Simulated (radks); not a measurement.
Q: W67+, configuration [He] 2s2 2p3. Method: Dirac Kohn-Sham, XLYP, spin-unpolarised, spherical densities, finite nucleus; open shells fill j = l - 1/2 first; Fermi nuclear charge, rms radius 5.3658 fm; computed with a radial shooting solver on a logarithmic mesh with Libxc functionals. Some entries of the table are withheld. Estimate them.

| orbital | occ. | eigenvalue (eV) | <r^2> (bohr^2) | <r> (bohr) |
|---|---|---|---|---|
| 1s1/2 | 2 | -76464.44 | 0.0004609 | 0.01831 |
| 2s1/2 | 2 | -18268.79 | 0.006633 | (1) |
| 2p1/2 | 2 | -17938.33 | (2) | (3) |
| 2p3/2 | 1 | -16478.47 | (4) | (5) |
| 3s1/2 | 0 | -7759.341 | 0.03660 | (6) |
| 3p1/2 | 0 | (7) | (8) | 0.1663 |
| 3p3/2 | 0 | (9) | (10) | 0.1775 |

A: 
(1) 2s1/2 <r> (bohr): 0.07468
(2) 2p1/2 <r^2> (bohr^2): 0.004673
(3) 2p1/2 <r> (bohr): 0.06145
(4) 2p3/2 <r^2> (bohr^2): 0.005734
(5) 2p3/2 <r> (bohr): 0.06885
(6) 3s1/2 <r> (bohr): 0.1788
(7) 3p1/2 eigenvalue (eV): -7640.439
(8) 3p1/2 <r^2> (bohr^2): 0.03220
(9) 3p3/2 eigenvalue (eV): -7235.103
(10) 3p3/2 <r^2> (bohr^2): 0.03650
